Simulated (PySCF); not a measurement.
# Vertical excitation energies

Compound: lithium bromide, LiBr.
SMILES: `[Li][Br]`

Computed, not measured: TDDFT CAM-B3LYP/aug-cc-pVTZ, vertical, gas phase, core orbitals frozen in the response (PySCF 2.14.0, density-fitted response routines). Geometry: PBE0-D3(BJ)/def2-TZVP; no solvent, vibrations or thermal averaging. Relativistic effects, spin–orbit coupling among them, are left out although an element past zinc is present.

Q: Predict the UV-vis stick spectrum at this level.

A: 

```tsv
state	E (eV)	ν̃ (cm⁻¹)	f	symmetry	main configurations (H = HOMO, L = LUMO)
S1	4.42	35660	0.028	Π	H-1/H→L (≥95%)
S2	4.42	35670	0.028	Π	H-1/H→L (≥95%)
S3	5.08	40980	0.036	Σ+	H-2→L (94%)
S4	5.95	47980	0.0000	–	H-1/H→L+1/L+2 (≥35%), H-1/H→L+5 (≥16%)
S5	5.95	47980	0.0000	–	H-1/H→L+1/L+2 (≥35%), H-1/H→L+6 (≥16%)
S6	5.96	48040	0.0000	–	H-1/H→L+1/L+2 (≥55%), H-1/H→L+6 (≥14%)
S7	6.41	51670	0.138	Σ+	H-1/H→L+1/L+2 (≥69%), H-1/H→L+5 (≥10%)
S8	6.53	52630	0.042	Π	H-1/H→L+4 (≥62%), H-1/H→L+7 (≥10%)
S9	6.53	52640	0.041	Π	H-1/H→L+4 (≥62%), H-1/H→L+7 (≥10%)
```

Triplets, Tamm–Dancoff:

| state | E (eV) | λ (nm) | main configurations (H = HOMO, L = LUMO) |
| --- | --- | --- | --- |
| T1 | 4.38 | 283.1 | H-1/H→L (≥93%) |
| T2 | 4.38 | 283.0 | H-1/H→L (≥93%) |
| T3 | 4.92 | 251.8 | H-2→L (92%) |

The lowest singlet level (S1/S2) lies at 4.42 eV (280 nm, ultraviolet) and is of moderate strength. The most intense listed level is S7 at 6.41 eV (194 nm, f = 0.138), 1.99 eV above S1. S1/S2, S4/S5/S6 and S8/S9 lie within about 0.01 eV of each other in each set; the point group C∞v has degenerate representations, and within a degenerate level the listed configurations can mix freely. Löwdin shares by element: HOMO (one of a set within 0.03 eV) bromine 81%, lithium 19%; LUMO lithium 92%, bromine 8%. The listed states span 2.11 eV, and the widest gap between neighbours is 0.87 eV (S3 to S4). Of the 9 states listed, 6 reach f = 0.01 and 3 stay under 0.0005. The oscillator strengths of these states sum to 0.312; summed over the whole spectrum of an exact calculation they would give the number of electrons, 38 (Thomas–Reiche–Kuhn). Symmetry labels in C∞v follow from the direction of the transition dipole and are given only for states with f of 0.002 or more. Orbitals of the list HOMO-3 to LUMO+2 that lie within 0.01 eV of each other are written together with a slash and their weights summed (≥ marks a lower bound); for degenerate orbitals outside that list single weights are arbitrary. Singlets were solved by full linear response, triplets in the Tamm–Dancoff approximation. The highest level found (6.65 eV, f 0.076 so far) is left out, since the window may have cut off a degenerate partner.
